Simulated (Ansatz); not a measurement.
Cost and result up the ladder for SbH2(OMe) (CH₅OSb) (8 atoms). Total charge 0; singlet. Geometry: PBE0-D4/def2-TZVP.

```xyz
8

Sb   -1.3712    0.2962    0.9742
H    -2.2216   -1.1600    1.2518
H    -0.3305   -0.0223    2.3101
O    -0.2297   -0.5630   -0.3866
C     0.8156    0.2114   -0.9166
H     0.4757    1.1859   -1.2968
H     1.2495   -0.3409   -1.7550
H     1.6121    0.3928   -0.1811
```

Ansatz on 4 threads of Arm Neoverse V1 on a shared host. Times are rough, and most runs start from the orbitals of an earlier one. ωB97M-V/def2-TZVP serves as the yardstick here, not as an exact answer. Differences are given only for rows in sets of like size (and for xTB, whose basis is part of the method), since another set adds its own error. Binding counts from free atoms at the same level (Sb quartet, H doublet, O triplet, C triplet; other spins of the atoms weren't run), without zero-point energy or a counterpoise term.

In the def2 sets Sb takes a core potential; there is no spin–orbit coupling. B3LYP takes the VWN-RPA correlation. Correlated methods freeze 6 core orbitals; core or outer-core shells of Sb are correlated, in sets that lack core-valence functions.

Correlated methods converge slowly with the basis.

```csv
level,functions,wall time
LDA (SPW92)/def2-TZVP,142,0.65 s
PBE0-D4/def2-SVP,79,0.8 s
revPBE-D4/def2-TZVP,142,1 s
PBE-D4/def2-TZVP,142,1.1 s
MP2/def2-TZVP,142,1.1 s
B3LYP-D4/def2-TZVP,142,1.3 s
PBE-D4/def2-TZVPD,178,1.5 s
PBE0-D4/def2-TZVPD,178,1.7 s
r2SCAN-D4/def2-TZVP,142,2.1 s
r2SCAN0-D4/def2-TZVP,142,2.4 s
r2SCAN-D4/def2-TZVPD,178,2.8 s
B97M-V/def2-TZVP,142,4.2 s
ωB97M-V/def2-TZVP,142,4.3 s
CCSD(T)/def2-TZVPP,182,51 s
```

Estimate what each level gives for the binding energy per atom (eV).


```tsv
level	binding energy per atom (eV)	difference from ωB97M-V/def2-TZVP (eV)
LDA (SPW92)/def2-TZVP	3.73	0.52
PBE0-D4/def2-SVP	3.17	–
revPBE-D4/def2-TZVP	3.19	-0.02
PBE-D4/def2-TZVP	3.27	0.06
MP2/def2-TZVP	3.06	-0.15
B3LYP-D4/def2-TZVP	3.23	0.02
PBE-D4/def2-TZVPD	3.28	0.06
PBE0-D4/def2-TZVPD	3.19	-0.02
r2SCAN-D4/def2-TZVP	3.20	-0.01
r2SCAN0-D4/def2-TZVP	3.13	-0.08
r2SCAN-D4/def2-TZVPD	3.21	0.00
B97M-V/def2-TZVP	3.25	0.04
ωB97M-V/def2-TZVP	3.21	0.00
CCSD(T)/def2-TZVPP	3.13	-0.08
```
